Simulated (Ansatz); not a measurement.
Reaction (cleavage of the Si–Si bond): `O[SiH2][SiH2]Br` + `F[Si](S)(Cl)Cl` → `O[SiH2]S[Si](F)(Cl)Cl` + `[SiH3]Br`

Computed with Ansatz on PBE0-D4/def2-TZVP structures; ΔE is electronic, products minus reactants. CBS: MP2 limit from def2 TZ/QZ plus the TZ coupled-cluster correction, frozen cores. This one scheme is used for every species. For Br outer-core shells are correlated without core-valence functions, which leaves a few kJ/mol of doubt a bond. Scalar relativity is left out up to krypton. Each species was taken in one conformer, which may not be the lowest.

`O[SiH2][SiH2]Br`:

Z-matrix (Å, degrees):
```
Si
Si 1 2.348
O 1 1.648 2 108.4
H 1 1.483 2 112.3 3 -117.9
H 1 1.490 2 107.8 3 121.9
Br 2 2.247 1 103.2 3 -40.9
H 2 1.485 1 114.8 3 74.8
H 2 1.485 1 114.8 3 -157.5
H 3 0.961 1 116.1 2 41.9
```

`F[Si](S)(Cl)Cl`:

Z-matrix (Å, degrees):
```
Si
S 1 2.099
Cl 1 2.021 2 107.3
F 1 1.581 2 111.6 3 -118.5
Cl 1 2.027 2 112.9 3 122.3
H 2 1.346 1 92.8 3 -175.8
```

`O[SiH2]S[Si](F)(Cl)Cl`:

```xyz
10

O     1.856    1.156    0.536
Si    0.522    0.642    1.324
S    -0.020   -1.390    0.812
Si   -0.845   -0.976   -1.063
F     0.052    0.114   -1.806
Cl   -0.863   -2.651   -2.192
Cl   -2.713   -0.194   -0.991
H     1.806    1.216   -0.421
H     0.858    0.585    2.759
H    -0.654    1.498    1.041
```

`[SiH3]Br`:

Z-matrix (Å, degrees):
```
Si
Br 1 2.219
H 1 1.480 2 108.4
H 1 1.481 2 108.4 3 -120.0
H 1 1.481 2 108.4 3 120.0
```

| level | ΔE (kJ/mol) |
| --- | --- |
| MP2/def2-TZVPP | -91.5 |
| HF/def2-QZVPP | -84.7 |

(1) What does CCSD(T)/CBS give? (Best estimate.)

Largest T1 diagnostic among the species: 0.011.

Results:

(1) Ansatz gave: -82.4 kJ/mol. The listed levels differ from it by -9.1, -2.3 kJ/mol.

From PBE to PBE0 (25 % exact exchange), in def2-TZVPP and without D4, ΔE moves by −5.0 kJ/mol. The D4 term adds −5.4 kJ/mol with B3LYP and −3.2 kJ/mol with PBE0; it sums over pairs of atoms, weighted by their polarisabilities, and B3LYP, whose exchange is more repulsive, gets the larger term.

B3LYP here is the variant with VWN-RPA as its local correlation; programs differ in this.
